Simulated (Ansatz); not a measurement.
Ansatz (a first-principles code) input (B2PLYP/def2-TZVPD):

Ansatz 0.2 input:
```yaml
crystal:
  periodic: [false, false, false]
  atoms:
    - {symbol: C, position_ang: [-0.83492360, -0.09696229, 0.35795689]}
    - {symbol: C, position_ang: [-1.02236341, -1.07740221, 1.46587702]}
    - {symbol: C, position_ang: [-2.01411894, 0.23973817, -0.49057967]}
    - {symbol: As, position_ang: [0.94449484, 0.19688545, -0.34622908]}
    - {symbol: H, position_ang: [-1.20394478, -2.09540030, 1.08839663]}
    - {symbol: H, position_ang: [-1.89820080, -0.81341417, 2.06878536]}
    - {symbol: H, position_ang: [-0.15915785, -1.12982578, 2.13148358]}
    - {symbol: H, position_ang: [-2.32364000, -0.60834452, -1.12044936]}
    - {symbol: H, position_ang: [-1.82581433, 1.08364366, -1.15636423]}
    - {symbol: H, position_ang: [-2.87881736, 0.48893267, 0.13430273]}
    - {symbol: H, position_ang: [0.74257292, 1.66656348, -0.71280373]}
    - {symbol: H, position_ang: [1.60710826, 0.51838292, 0.99268308]}
basis:
  gaussian:
    orbitals: def2-TZVPD
hamiltonian:
  xc: {name: B2PLYP}
total_charge: 1
magnetization: {spin_polarized: false}
correlation: {electrons: outside_noble_gas}
```

End of the output:

```
integrals: 0.57 GiB planned
1656 factors; integrals over basis functions are off by at most 8.4e-4 eV
mean field: 1.57 GiB planned
mean field evaluation 1: about -64038.1468 eV, gradient 7.9e1 eV
mean field evaluation 2: about -64038.1779 eV, gradient 7.9e1 eV
mean field evaluation 4: about -64054.8535 eV, gradient 9.8e0 eV
mean field evaluation 8: about -64055.1883 eV, gradient 5.4e-1 eV
mean field evaluation 16: about -64055.1899 eV, gradient 3.0e-4 eV
mean field -64055.18986679 eV, -2353.9848094373 hartree, gradient 6.0e-6 eV, S^2 0.000000; 0 other end points of the search recorded, 0 dependent functions left out
17 core orbitals not correlated
reference -64055.19003092 eV, -2353.9848154689 hartree; 12, 12 occupied and 208, 208 virtual orbitals, 1656 factors
second order -20.71943302 eV of doubles, -0.00000000 eV of singles
Total energy: -64060.78427783 eV, -2354.1904002511 hartree
```

This state (charge 1, singlet) is run at the relaxed geometry of the species with charge 0 and multiplicity 2.
